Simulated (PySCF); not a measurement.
Computed shifts of a molecule CH3Cl2NSi2, PBE/pcSseg-1 (PySCF), GIAO, gas phase, atoms alike by connectivity averaged where their shifts nearly agree, in ppm (number of nuclei): ²⁹Si: 25.6 (1), 1.2 (1). ¹⁵N: 574.7 (1). ¹³C: 216.0 (1). ¹H: 10.72 (1), 6.16 (2). References: ³⁵Cl against HCl (σ = 936.5 ppm); ²⁹Si against TMS (σ = 335.4 ppm); ¹⁵N against NH3 (σ = 267.0 ppm); ¹³C against TMS (σ = 182.0 ppm); ¹H against TMS (σ = 31.49 ppm), references at their B3LYP-D3(BJ)/def2-TZVP geometries, non-relativistic (without spin–orbit terms, shifts of atoms bonded to Cl or Br come out too high). Geometry: PBE0-D3(BJ)/def2-SVP. The values are those of a single conformer.

### Question
Which structure fits?
A) Cl[Si@H]1C=N[Si@@H]1Cl
B) Cl[Si]1(Cl)C=N[SiH2]1
C) Cl[Si]1(Cl)N=C[SiH2]1

### Answer
C, Cl[Si]1(Cl)N=C[SiH2]1
